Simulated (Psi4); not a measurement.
CH$_{2}$F$_{3}$O$_{3}$S (SMILES O=S(=O)([OH2+])C(F)(F)F), charge +1, singlet, geometry from GFN2-xTB, with bond 10-4 at 2.0 times its length. Base run: Psi4 with PBE/def2-SV(P).

Geometry (Å):
```xyz
10

O     -1.1588    -1.4360     0.6118
S     -0.6883    -0.1234     0.5090
O     -1.0701     0.9561     1.3116
O     -1.4563     0.3981    -1.1762
C      1.0730     0.0230    -0.2147
F      1.9173    -0.2823     0.7219
F      1.1870     1.2611    -0.6096
F      1.1101    -0.8123    -1.2161
H     -1.9651    -0.2754    -1.6761
H     -2.3596     2.1371    -1.2733
```
Charge +1, spin multiplicity 1.
All else is at Psi4's defaults (density fitting).
Base energy -960.86901 Eh.

Variants of this job, named by their change:

```json
[
 {"change": "base", "ΔE vs base (µEh)": "0.0", "SCF cycles": "13", "grid points": "213210", "basis functions": "120"},
 {"change": "dft_nuclear_scheme = stratmann", "ΔE vs base (µEh)": "15.7", "SCF cycles": "13", "grid points": "196832", "basis functions": "120"},
 {"change": "dft_spherical_points = 974", "ΔE vs base (µEh)": "13.9", "SCF cycles": "13", "grid points": "686536", "basis functions": "120"},
 {"change": "ints_tolerance = 1e-8", "ΔE vs base (µEh)": "0.0", "SCF cycles": "13", "grid points": "213210", "basis functions": "120"},
 {"change": "level_shift = 1.0", "ΔE vs base (µEh)": "0.0", "SCF cycles": "17", "grid points": "213210", "basis functions": "120"},
 {"change": "guess = sapgau", "ΔE vs base (µEh)": "0.0", "SCF cycles": "14", "grid points": "213210", "basis functions": "120"},
 {"change": "guess = sap", "ΔE vs base (µEh)": "0.0", "SCF cycles": "14", "grid points": "213211", "basis functions": "120"},
 {"change": "scf_type = dfdirj+cosx", "ΔE vs base (µEh)": "0.0", "SCF cycles": "14", "grid points": "213210", "basis functions": "120"},
 {"change": "soscf = true", "ΔE vs base (µEh)": "0.0", "SCF cycles": "9", "grid points": "213210", "basis functions": "120"},
 {"change": "guess = sadno", "ΔE vs base (µEh)": "0.0", "SCF cycles": "16", "grid points": "213210", "basis functions": "120"},
 {"change": "scf_type = mem_df", "ΔE vs base (µEh)": "0.0", "SCF cycles": "13", "grid points": "213210", "basis functions": "120"},
 {"change": "scf_type = direct", "ΔE vs base (µEh)": "173", "SCF cycles": "15", "grid points": "213210", "basis functions": "120"},
 {"change": "df_basis_scf = def2-universal-jkfit", "ΔE vs base (µEh)": "0.0", "SCF cycles": "13", "grid points": "213210", "basis functions": "120"}
]
```
